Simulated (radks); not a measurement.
Excited configurations of neutral rhodium: one electron is placed in a higher orbital outside [Kr] 4d8. The ground configuration is [Kr] 4d8 5s1. Method: Dirac Kohn-Sham, PBEsol, spin-unpolarised, spherical densities, finite nucleus; open shells are shared between the two j in proportion to 2j + 1; Fermi nuclear charge, rms radius 4.4945 fm; computed with a radial shooting solver on a logarithmic mesh with Libxc functionals. Excitation = E - E(ground); binding = E(ion) - E, where the ion is the core of charge +1; n* = 1/sqrt(2 binding) in atomic units, and the quantum defect is n - n*. Eigenvalue and <r> are those of j = l + 1/2.

\begin{tabular}{lrrrrrr}
outer orbital & excitation (eV) & binding (eV) & n* & quantum defect & eigenvalue (eV) & <r> (bohr) \\ \hline
4f & 6.564 & 0.900 & 3.889 & 0.111 & -0.429 & 17.56 \\
5p & 3.661 & 3.802 & 1.892 & 3.108 & -1.662 & 4.880 \\
5d & 5.927 & 1.536 & 2.976 & 2.024 & -0.711 & 10.62 \\
5f & 6.845 & 0.619 & 4.688 & 0.312 & -0.359 & 29.79 \\
6s & 5.065 & 2.398 & 2.382 & 3.618 & -1.410 & 8.895 \\
6p & 5.740 & 1.724 & 2.809 & 3.191 & -0.971 & 11.64 \\
6d & 6.511 & 0.953 & 3.778 & 2.222 & -0.537 & 20.09 \\
6f & 7.017 & 0.447 & 5.519 & 0.481 & -0.280 & 44.70 \\
7s & 6.199 & 1.265 & 3.280 & 3.720 & -0.783 & 17.15 \\
7p & 6.467 & 0.997 & 3.695 & 3.305 & -0.610 & 21.06 \\
7d & 6.821 & 0.643 & 4.600 & 2.400 & -0.395 & 31.97 \\
7f & 7.127 & 0.337 & 6.356 & 0.644 & -0.221 & 62.51 \\
\end{tabular}

The Delta-SCF ionisation energy is 7.464 eV (NIST Atomic Spectra Database: 7.459 eV, measured). Self-interaction in the functional shifts the binding energies and quantum defects, so they are the method's values and not measured ones. Spin polarisation and multiplet splitting are left out, so open shells lie too high by an amount that depends on their filling. Sharing an open shell by 2j + 1 raises it above the true ground level by a part of the spin-orbit splitting, which enters the differences from NIST.

Beside tabulated values, note that spin-unpolarised runs miss the spin-polarisation part of the exchange energy of open shells.
